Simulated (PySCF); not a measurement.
Unknown compound

An unknown has the formula C$_{6}$H$_{5}$OP$_{3}$. Its calculated NMR data are:

1H NMR (500 MHz, computed): δ 10.91 (m, 1H), 4.82 (s, 1H), 4.35 (s, 3H).

13C{1H} NMR (computed): δ 242.5 (C), 194.0 (CH), 187.4 (C), 112.8 (CH), 92.2 (C), 60.2 (CH3).

[PySCF 2.14: NMR shieldings at PBE0/pcSseg-1/GIAO; geometry from GFN2-xTB; a single conformation; isolated molecule; relativity neglected; averaged over atoms made equivalent by symmetry, fast rotation or ring inversion]

δ = σ(ref) − σ, references computed at the same level: 1H and 13C against TMS.

Task: Propose a structure and justify it.

Result: 
6 carbon signals for 6 carbons: no two carbons are equivalent. Carbon types of the structure: 3 × C, 2 × CH, 1 × CH3, which accounts for all hydrogens. δC 242.5: aromatic carbon bearing oxygen; the electronegative substituent deshields the carbon that carries it. δC 194.0: aromatic CH. δC 187.4: substituted aromatic carbon. δC 112.8: terminal alkyne carbon. δC 92.2: alkyne carbon; sp carbons lie upfield of alkene carbons because the cylindrical π system leaves one tensor component strongly shielded. δC 60.2: methyl carbon bonded to O; pulled downfield by the heteroatom. δH 10.91: hydrogen on an aromatic CH; aromatic region.

Structure: `C#Cc1pcpc(OC)p1`.

The shifts were computed for this structure.

Splittings by 31P in the carbon and heteronuclear signals aren't shown, as no couplings were computed. Shifts are as computed. Against solution values, carbons near 30 ppm lie about +3 ppm off and those near 130 ppm about +5 ppm. Of 1211 compounds with measured shifts, 218 miss one by over three times the rms of a fit or turn the order of signals round; such compounds aren't used in these exercises. No couplings were computed; multiplicities are counted from neighbouring protons, with m where these are inequivalent, close in shift, in a saturated or five-membered ring or joined by F or P, and br s for small geminal =CH2 splittings.
